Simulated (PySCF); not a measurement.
BF3OEt2, C4H10BF3O.
Atom-mapped SMILES: `[CH3:1][CH2:2][O+:3]([CH2:4][CH3:5])[B-:6]([F:7])([F:8])[F:9]` (hydrogens: H10, H11, H12 on C1; H13, H14 on C2; H15, H16 on C4; H17, H18, H19 on C5)

Method used: PBE0-D3(BJ)/def2-TZVP geometry optimisation, gas phase in PySCF 2.14.0.

Question: List the bond lengths, angles and torsions at this level.

Answer: 
| bond | length (Å) | order |
| --- | --- | --- |
| C1–C2, C4–C5 | 1.504 | single |
| C2–O3, O3–C4 | 1.448 | single |
| O3–B6 | 1.656 | single |
| B6–F7, B6–F8, B6–F9 | 1.360 | single |
| C1–H10 and 5 like bonds | 1.091 | single |
| C2–H13 and 3 like bonds | 1.091 | single |

Bonds in one row agree within 0.01 Å and their mean is given. Orders are formal, as drawn. A selection of angles:
| angle | degrees |
| --- | --- |
| C1–C2–O3 | 110.2 |
| C2–O3–C4 | 115.3 |
| C2–O3–B6 | 115.3 |
| O3–C4–C5 | 110.9 |
| O3–B6–F7 | 103.2 |
| F7–B6–F8 | 115.4 |
| F7–B6–F9 | 114.5 |

Dihedral angles: C1–C2–O3–C4 124° (anticlinal); C2–O3–C4–C5 -76° (synclinal); C2–O3–B6–F7 165° (antiperiplanar). The mirror-image conformer, all signs reversed, is as good.

O3 (oxygen bonded to B and 2 C) is pyramidal (angles 115.3°, 115.3° and 114.8°, sum 345.3°, 0.34 Å off the plane of its three neighbours). B6 (four-coordinate boron) is distorted tetrahedral (angles from 103.2° to 115.4°). Of the pairs four or more bonds apart, F7···H15 is among the closest relative to their van der Waals radii: 2.31 Å, 87 % of the sum of Bondi's values.

Point group: C1 (no symmetry element, even within 0.4 Å). No PBE0-D3(BJ)/def2-TZVP frequencies stand behind this structure, so it isn't proved a minimum. One conformer, not necessarily the lowest.
